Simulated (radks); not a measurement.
Problem. Coherent X-ray form factor from a spherical all-electron density. Calculated with a radial shooting solver on a logarithmic mesh with Libxc functionals: scalar-relativistic Kohn-Sham, LDA (Slater exchange, VWN5 correlation), spin-polarised, spherical densities, finite nucleus; Fermi nuclear charge, rms radius of each element as measured or else 0.836 A^(1/3) + 0.57 fm.

| sin(theta)/lambda (1/angstrom) | f0 (electrons) |
|---|---|
| 0.05 | 53.825 |
| 0.1 | 53.305 |
| 0.15 | 52.458 |
| 0.2 | 51.310 |
| 0.25 | 49.896 |
| 0.3 | 48.258 |
| 0.4 | 44.495 |
| 0.5 | 40.389 |
| 0.6 | 36.275 |
| 0.8 | 28.948 |
| 1 | 23.499 |
| 1.25 | 19.148 |
| 1.5 | 16.522 |
| 2 | 13.042 |

The species is in the configuration that NIST lists as its ground one. Which atom or ion scatters so?

Solution. The ytterbium ion Yb16+, [Kr] 4d10 4f8. Extrapolating in s^2 from the first two rows gives f0(0) = 54.0, near the electron count 54; among species with that count, the fall with angle is slower the higher Z, and the table is that of Z = 70; from so few rows the species is fixed only to a neighbour or two.
